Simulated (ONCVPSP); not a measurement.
## Building the ONCV potential for Mn (Z = 25) (PBEsol, scalar-relativistic).

* Element: Mn
* Generator: ONCVPSP 4.0.1
* Type: optimised norm-conserving Vanderbilt (ONCV)
* Functional: PBEsol
* Relativity: scalar-relativistic
* Frozen core: [Ne]
* Valence charge: 15
* Reference configuration: 3s2 3p6 3d5 4s1.5 4p0.5
* Partial waves: 3s+4s: rc 1.35 bohr, ncon 4, nbas 9, qcut 9.2 1/bohr, 2 projectors; 3p+4p: rc 1.45 bohr, ncon 4, nbas 7, qcut 9.4 1/bohr, 2 projectors; 3d: rc 1.30 bohr, ncon 4, nbas 8, qcut 12.7 1/bohr, 2 projectors, debl 3.7 Ha
* Local potential: polynomial inside 0.95 bohr (lpopt 5, dvloc0 3 Ha)
* Core correction: Teter function, fcfact 2.5, rcfact 1.7

All-electron outer shells of the reference configuration (PBEsol, scalar-relativistic, ld1.x):

| shell | level (eV) | outermost node (bohr) | outermost maximum (bohr) |
| --- | --- | --- | --- |
| 2s | -743.91 | 0.08 | 0.23 |
| 2p | -630.56 | – | 0.19 |
| 3s | -86.48 | 0.34 | 0.74 |
| 3p | -55.32 | 0.31 | 0.75 |
| 3d | -7.60 | – | 0.76 |
| 4s | -5.65 | 1.05 | 2.47 |
| 4p | -1.76 | 1.16 | 3.34 |

Calculated quality:

- Cutoffs needed: 58 Ha and 66 Ha (the cutoffs (Ha) at which the residual kinetic energy of the hardest occupied pseudo-wave falls to 1 and 0.1 mHa per electron)
- Ghost test: no bound ghost flagged; no localised positive-energy state flagged
- Largest excitation error: -132 meV (all-electron minus pseudo) for 3s1 3p6 3d5 4s2 4p0, out of 4 test configurations
- rms error of d²Exc/dni dnj: 1.71 mHa without and 1.20 mHa with the model core

Generation and tests took about 4.2 s on one core of a shared server CPU.
